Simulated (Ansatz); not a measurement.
Steps of a relaxation of CH$_{3}$BIN (`C=NBI`) with RKS PBE-D4/def2-SVP.

```sh
$ ansatz run in.yaml --threads 2 --pin off --events-out ev --progress --plain --max-ram 4352MiB
```

```yaml
crystal:
  periodic: [false, false, false]
  atoms:
    - {symbol: C, position_ang: [-0.107000, 1.191900, 0.499400]}
    - {symbol: N, position_ang: [0.283200, 0.035300, 0.622700]}
    - {symbol: B, position_ang: [0.061200, -1.015400, -0.454400]}
    - {symbol: I, position_ang: [0.959000, -3.033600, -0.127600]}
    - {symbol: H, position_ang: [-0.690600, 1.542000, -0.422900]}
    - {symbol: H, position_ang: [0.007100, 1.975800, 1.277700]}
    - {symbol: H, position_ang: [-0.451700, -0.764100, -1.440700]}
basis:
  gaussian: {orbitals: def2-SVP}
hamiltonian: {xc: pbe, dispersion: d4}
relax: {f_tol: 0.03, max_steps: 200}
```

Positions (Å) and forces (eV/Å) along the path, 18 of 23 steps:

```xyz
7
step=1 energy=-11345.6354 eV
C    -0.107    1.192    0.499   -2.097    3.412   -1.555
N     0.283    0.035    0.623    1.334   -5.355   -0.331
B     0.061   -1.015   -0.454    1.912    0.454    3.360
I     0.959   -3.034   -0.128   -0.613    1.187   -0.211
H    -0.691    1.542   -0.423    0.282    0.109    0.368
H     0.007    1.976    1.278    0.225    0.041    0.227
H    -0.452   -0.764   -1.441   -1.043    0.152   -1.857
7
step=2 energy=-11345.7951 eV
C    -0.214    1.148    0.539    0.925    1.233   -1.456
N     0.310   -0.009    0.638    0.207   -0.937   -0.165
B     0.195   -0.987   -0.463   -1.018    1.266    1.049
I     0.878   -2.907   -0.135    0.559   -0.999    0.092
H    -0.656    1.542   -0.443   -0.282   -0.316    0.654
H     0.044    1.974    1.260   -0.516   -0.491    0.216
H    -0.495   -0.829   -1.442    0.126    0.243   -0.389
7
step=3 energy=-11345.9835 eV
C    -0.169    1.167    0.482    0.867   -0.798   -0.109
N     0.346   -0.003    0.670   -0.165   -0.103   -0.273
B     0.156   -0.976   -0.409   -0.317    0.824    0.627
I     0.874   -2.932   -0.159    0.202   -0.418   -0.004
H    -0.672    1.434   -0.469   -0.350    0.282   -0.100
H     0.007    1.948    1.243   -0.259    0.281    0.135
H    -0.481   -0.706   -1.404    0.021   -0.068   -0.275
7
step=4 energy=-11346.0100 eV
C    -0.134    1.153    0.481    0.026    0.263   -0.035
N     0.360   -0.011    0.696   -0.069   -0.076   -0.181
B     0.126   -0.932   -0.388    0.229   -0.694    0.164
I     0.868   -2.932   -0.179    0.009    0.006   -0.009
H    -0.679    1.428   -0.452   -0.118    0.072   -0.103
H    -0.014    1.962    1.222    0.007    0.202    0.246
H    -0.465   -0.736   -1.426   -0.085    0.228   -0.082
7
step=5 energy=-11346.0314 eV
C    -0.138    1.178    0.472    0.084   -0.064    0.122
N     0.332   -0.005    0.639    0.071    0.184    0.267
B     0.128   -0.973   -0.396   -0.037   -0.238   -0.232
I     0.892   -2.957   -0.148   -0.007    0.049    0.020
H    -0.701    1.510   -0.436   -0.043    0.009   -0.073
H     0.008    1.947    1.265   -0.028    0.037   -0.035
H    -0.460   -0.768   -1.442   -0.041    0.022   -0.069
7
step=6 energy=-11346.0352 eV
C    -0.135    1.172    0.476   -0.004    0.011    0.018
N     0.339   -0.008    0.654    0.012   -0.023   -0.013
B     0.127   -0.973   -0.400    0.003   -0.013    0.014
I     0.889   -2.952   -0.148   -0.005    0.005   -0.006
H    -0.700    1.489   -0.438   -0.005    0.003   -0.011
H     0.004    1.955    1.255   -0.004    0.011   -0.003
H    -0.463   -0.751   -1.444    0.004    0.005    0.001
7
step=7 energy=-11346.0353 eV
C    -0.135    1.171    0.476    0.007   -0.004    0.007
N     0.342   -0.007    0.655   -0.005   -0.008   -0.011
B     0.128   -0.973   -0.398    0.009    0.001    0.002
I     0.886   -2.953   -0.151   -0.004    0.000    0.001
H    -0.702    1.486   -0.438   -0.008    0.000   -0.006
H     0.002    1.957    1.254   -0.001    0.006    0.002
H    -0.461   -0.749   -1.443    0.001    0.004    0.005
7
step=8 energy=-11346.0353 eV
C    -0.135    1.171    0.476   -0.001   -0.022    0.004
N     0.347   -0.006    0.654   -0.003    0.015   -0.008
B     0.131   -0.972   -0.398   -0.002    0.010   -0.003
I     0.881   -2.955   -0.151   -0.001   -0.005    0.005
H    -0.707    1.482   -0.437   -0.005    0.000   -0.001
H     0.001    1.958    1.252    0.006    0.001    0.002
H    -0.457   -0.745   -1.442    0.006    0.001    0.002
7
step=9 energy=-11346.0360 eV
C    -0.138    1.166    0.479   -0.018   -0.147   -0.059
N     0.386    0.002    0.647   -0.049    0.231    0.000
B     0.157   -0.966   -0.399   -0.066    0.053   -0.045
I     0.835   -2.972   -0.147    0.005   -0.017    0.025
H    -0.759    1.446   -0.417    0.043   -0.029    0.100
H     0.000    1.972    1.236    0.041   -0.058   -0.004
H    -0.420   -0.715   -1.445    0.045   -0.032   -0.017
7
step=14 energy=-11346.5244 eV
C    -0.218    1.200    0.534   -0.210   -0.829    0.266
N     0.473    0.164    0.209   -1.297    1.008   -0.202
B     0.289   -0.947   -0.609    0.577   -0.188   -0.437
I     0.365   -2.952    0.196   -0.135    0.163    0.006
H    -1.343    1.278    0.312    1.033   -0.007    0.235
H     0.231    2.018    1.149   -0.016   -0.050   -0.294
H     0.265   -0.830   -1.838    0.049   -0.098    0.426
7
step=15 energy=-11346.7021 eV
C    -0.249    1.200    0.567    0.093   -0.657   -0.037
N     0.389    0.188    0.115   -1.047    0.689   -0.079
B     0.335   -0.959   -0.657    0.288    0.131   -0.227
I     0.289   -2.924    0.230   -0.010    0.058    0.039
H    -1.382    1.269    0.508    0.703   -0.008    0.026
H     0.279    2.043    1.074   -0.049   -0.166   -0.099
H     0.401   -0.884   -1.884    0.023   -0.047    0.377
7
step=17 energy=-11346.8563 eV
C    -0.309    1.187    0.577   -0.286    0.541    0.299
N     0.046    0.169   -0.053    0.162   -0.685   -0.374
B     0.333   -0.975   -0.743   -0.079    0.374    0.178
I     0.422   -2.837    0.346   -0.022   -0.079    0.000
H    -1.374    1.515    0.627   -0.029   -0.112    0.000
H     0.403    1.833    1.136    0.175   -0.009   -0.070
H     0.541   -0.961   -1.935    0.079   -0.030   -0.031
7
step=18 energy=-11346.8628 eV
C    -0.311    1.191    0.579   -0.229    0.364    0.210
N     0.040    0.170   -0.052    0.152   -0.577   -0.329
B     0.332   -0.970   -0.741   -0.052    0.274    0.121
I     0.415   -2.836    0.346   -0.014   -0.065   -0.005
H    -1.380    1.501    0.632   -0.005   -0.010    0.045
H     0.416    1.833    1.122    0.089    0.042   -0.033
H     0.549   -0.956   -1.932    0.058   -0.028   -0.009
7
step=19 energy=-11346.8664 eV
C    -0.323    1.185    0.595    0.002    0.201   -0.185
N     0.006    0.162   -0.057   -0.010   -0.065    0.054
B     0.326   -0.967   -0.741    0.084    0.029   -0.001
I     0.400   -2.846    0.335    0.001   -0.014   -0.010
H    -1.388    1.503    0.679    0.038   -0.032    0.055
H     0.438    1.852    1.066   -0.054   -0.122    0.043
H     0.602   -0.957   -1.923   -0.061    0.003    0.044
7
step=20 energy=-11346.8666 eV
C    -0.322    1.185    0.594    0.008    0.166   -0.191
N     0.005    0.160   -0.054   -0.018   -0.012    0.046
B     0.324   -0.967   -0.742    0.090    0.013    0.008
I     0.402   -2.844    0.336    0.001   -0.034   -0.008
H    -1.386    1.504    0.677    0.019   -0.028    0.058
H     0.438    1.851    1.066   -0.039   -0.111    0.046
H     0.599   -0.957   -1.924   -0.060    0.006    0.042
7
step=21 energy=-11346.8071 eV rejected
C    -0.327    1.238    0.520    0.017   -0.888    0.727
N    -0.043    0.164   -0.092   -0.172    0.868    0.263
B     0.316   -0.968   -0.740    0.199   -0.133   -0.235
I     0.408   -2.844    0.345   -0.009    0.043    0.021
H    -1.393    1.502    0.763    0.329    0.133   -0.430
H     0.465    1.818    1.072   -0.229   -0.038   -0.428
H     0.635   -0.979   -1.914   -0.135    0.014    0.081
7
step=22 energy=-11346.8691 eV
C    -0.324    1.196    0.580   -0.024    0.028    0.007
N    -0.008    0.155   -0.049    0.019   -0.017   -0.067
B     0.327   -0.968   -0.734   -0.005   -0.024    0.046
I     0.435   -2.851    0.334   -0.021   -0.002   -0.011
H    -1.381    1.537    0.646    0.007   -0.016    0.046
H     0.440    1.820    1.098   -0.001    0.009   -0.031
H     0.573   -0.958   -1.921    0.025    0.023    0.010
7
step=23 energy=-11346.8709 eV
C    -0.326    1.196    0.579    0.002   -0.002   -0.005
N    -0.007    0.158   -0.054    0.002   -0.009   -0.008
B     0.333   -0.967   -0.733   -0.004    0.005    0.006
I     0.415   -2.853    0.328    0.002   -0.011    0.009
H    -1.386    1.519    0.673   -0.001    0.004    0.000
H     0.440    1.834    1.076    0.000    0.002    0.004
H     0.593   -0.955   -1.915   -0.001    0.011   -0.008
```

Run time 38 s (2 threads of an Arm Neoverse V1 on a shared host); peak host memory 0.14 GiB.
